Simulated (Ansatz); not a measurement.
`BC(Cl)I` and `ClCI` differ in one atom or group.

Ansatz, PBE0-D4/def2-TZVP geometries, multiplicity 1. 

Elements past krypton have def2 core potentials.

```tsv
property	`BC(Cl)I`
LUMO energy (ωB97M-V/def2-TZVPP) / eV	-0.12
LUMO energy (PBE0/def2-TZVPP) / eV	-2.08
zero-point energy (PBE0-D4/def2-TZVP) / kJ/mol	103.2
ideal-gas entropy at 298 K and 1 bar (rigid rotor, harmonic PBE0-D4/def2-TZVP) / J/(mol·K)	321
HOMO energy (PBE/def2-TZVPP) / eV	-6.76
HOMO–LUMO gap (B3LYP/def2-TZVPP) / eV	5.38
```

Q: Give the same properties after the change, and the shifts. (Estimate.)

A: The calculation gave: 
```
                                                                                  property  `ClCI`  shift
                                                     LUMO energy (ωB97M-V/def2-TZVPP) / eV    0.59   0.71
                                                        LUMO energy (PBE0/def2-TZVPP) / eV   -1.39   0.69
                                            zero-point energy (PBE0-D4/def2-TZVP) / kJ/mol    74.5  -28.7
ideal-gas entropy at 298 K and 1 bar (rigid rotor, harmonic PBE0-D4/def2-TZVP) / J/(mol·K)     296    -25
                                                         HOMO energy (PBE/def2-TZVPP) / eV   -6.46   0.30
                                                     HOMO–LUMO gap (B3LYP/def2-TZVPP) / eV    5.75   0.37
```

With PBE0 the HOMO rises by 0.29 eV and the LUMO rises by 0.69 eV, so the gap widens by about 0.40 eV. PBE moves the HOMO by 0.30 eV and ωB97M-V by 0.26 eV. The zero-point energy changes by -28.7 kJ/mol with -6 modes.

B3LYP here is the variant with VWN-RPA as its local correlation; programs differ in this.

Spin–orbit coupling is left out; it splits and shifts lone-pair levels of the heavy atoms by tenths of an eV.
